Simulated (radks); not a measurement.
The nitrogen ion N+, 6 electrons, occupied as [He] 2s2 2p2. All-electron calculation, Dirac Kohn-Sham, LDA (Slater exchange, VWN5 correlation), spin-unpolarised, spherical densities, point nucleus; open shells fill j = l - 1/2 first. Program: a radial shooting solver on a logarithmic mesh with Libxc functionals.

Unscreened Slater integrals over Kohn-Sham orbitals (cm^-1). Large and small components are both included. Empty in this configuration: 2p3/2.

integral,value
"F0(2p1/2,2p1/2)",158950
"F0(2p1/2,2s1/2)",158510
"G1(2p1/2,2s1/2)",96725
"F0(2p1/2,1s1/2)",226970
"G1(2p1/2,1s1/2)",24899
"F0(2p1/2,2p3/2)",158880
"G2(2p1/2,2p3/2)",72169
"F0(2s1/2,2s1/2)",159220
"F0(2s1/2,1s1/2)",225630
"G0(2s1/2,1s1/2)",16962
"F0(2s1/2,2p3/2)",158440
"G1(2s1/2,2p3/2)",96707
"F0(1s1/2,1s1/2)",895680
"F0(1s1/2,2p3/2)",226730
"G1(1s1/2,2p3/2)",24851
"F0(2p3/2,2p3/2)",158810
"F2(2p3/2,2p3/2)",72156
